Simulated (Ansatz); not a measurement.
`O=CC[SiH2]O` + CH₃OH → `COCC=O` + silanol  (substitution at a C–Si bond)

Program: Ansatz. Geometries: PBE0-D4/def2-TZVP. ΔE: electronic, gas phase. CCSD(T)/CBS is the MP2 limit (def2-TZVPP, def2-QZVPP) plus CCSD(T) − MP2 in def2-TZVPP, frozen cores. This one scheme is used for every species. DFT in def2-TZVPP. B3LYP here is the variant with VWN-RPA as its local correlation; programs differ in this. Each species was taken in one conformer, which may not be the lowest.

`O=CC[SiH2]O`:

Cartesian coordinates in Å:
```
O -0.432 1.874 0.781
C -0.428 0.754 1.236
C 0.482 -0.318 0.763
Si -0.002 -0.731 -1.026
O 0.072 0.659 -1.886
H -1.165 0.473 2.015
H 1.503 0.068 0.696
H 0.455 -1.200 1.405
H -1.365 -1.328 -1.027
H 0.960 -1.705 -1.595
H -0.080 1.455 -1.361
```

CH₃OH:

Z-matrix (Å, degrees):
```
C
O 1 1.409
H 1 1.097 2 112.4
H 1 1.090 2 107.0 3 -118.5
H 1 1.097 2 112.4 3 123.0
H 2 0.959 1 108.5 3 -61.6
```

`COCC=O`:

```xyz
11

C     0.943   -0.620   -1.028
O    -0.173   -1.033   -0.279
C    -0.943    0.041    0.170
C    -0.319    0.757    1.348
O    -0.648    1.848    1.718
H     0.634   -0.072   -1.928
H     1.616    0.024   -0.445
H     1.486   -1.516   -1.324
H    -1.159    0.770   -0.624
H    -1.901   -0.365    0.515
H     0.462    0.167    1.877
```

`O[SiH3]`:

Cartesian coordinates in Å:
```
O 0.159 -0.670 1.081
Si 0.073 0.297 -0.251
H -0.415 -1.436 1.115
H 0.415 -0.448 -1.494
H 1.055 1.382 -0.028
H -1.288 0.874 -0.424
```

| level | ΔE (kJ/mol) | difference from CCSD(T)/CBS |
| --- | --- | --- |
| PBE-D4 | 97.4 | 1.3 |
| r2SCAN-D4 | 98.3 | 2.2 |
| PBE0-D4 | 97.8 | 1.7 |
| B3LYP-D4 | 91.7 | -4.4 |
| ωB97X-V | 88.7 | -7.4 |
| ωB97M-V | 94.6 | -1.5 |
| B2PLYP | 90.5 | -5.6 |
| PBE | 94.6 | -1.5 |
| r2SCAN | 97.8 | 1.7 |
| PBE0 | 95.3 | -0.8 |
| B3LYP | 86.9 | -9.2 |
| HF/def2-TZVPP | 75.0 | -21.1 |
| MP2/def2-TZVPP | 98.7 | 2.6 |
| SCS-MP2/def2-TZVPP | 89.4 | -6.7 |
| CCSD/def2-TZVPP | 89.1 | -7.0 |
| CCSD(T)/def2-TZVPP | 91.1 | -5.0 |
| HF/def2-QZVPP | 75.0 | -21.1 |
| MP2/def2-QZVPP | 101.6 | 5.5 |
| SCS-MP2/def2-QZVPP | 92.4 | -3.7 |
| HF/CBS(def2) | 75.0 | -21.1 |
| MP2/CBS(def2) | 103.7 | 7.6 |
| CCSD/CBS(def2) | 94.1 | -2.0 |
| CCSD(T)/CBS | 96.1 | 0 |

Largest T1 diagnostic among the species: 0.014.

The D4 term adds +4.8 kJ/mol with B3LYP and +2.4 kJ/mol with PBE0; it sums over pairs of atoms, weighted by their polarisabilities, and B3LYP, whose exchange is more repulsive, gets the larger term. In def2-TZVPP, CCSD(T) changes the Hartree–Fock value by +16.1 kJ/mol (the triples alone add +2.0 kJ/mol) and MP2 by +23.8 kJ/mol.
